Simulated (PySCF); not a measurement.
In(Br)(NH2)2 (BrH₄InN₂), SMILES [NH2][In]([NH2])[Br].

The structure is a stationary point at B3LYP-D3(BJ)/def2-SVP. The def2 effective core potentials stand for the cores of In; spin–orbit coupling is left out. One conformer was computed; it need not be the lowest.

Computed with PBE0/def2-TZVP in PySCF.

Gas-phase values at a fixed geometry.

Task: Estimate the frontier levels, gap, dipole moment and polarisability. (Estimate from the structure and the level; the computed values follow.)

Result: 
| Property | Value |
|---|---|
| highest occupied level | -7.37 eV |
| lowest empty level | -1.65 eV |
| orbital gap | 5.73 eV |
| dipole moment | 3.65 D |
| quadrupole, principal values (traceless, Buckingham form, about the centre of nuclear charge) | -8.27, 2.74, 5.53 D·Å |
| mean static polarisability | 72.6 bohr³ (10.77 Å³) |
| polarisability, principal values | 52.4, 78.4, 87.1 bohr³ |
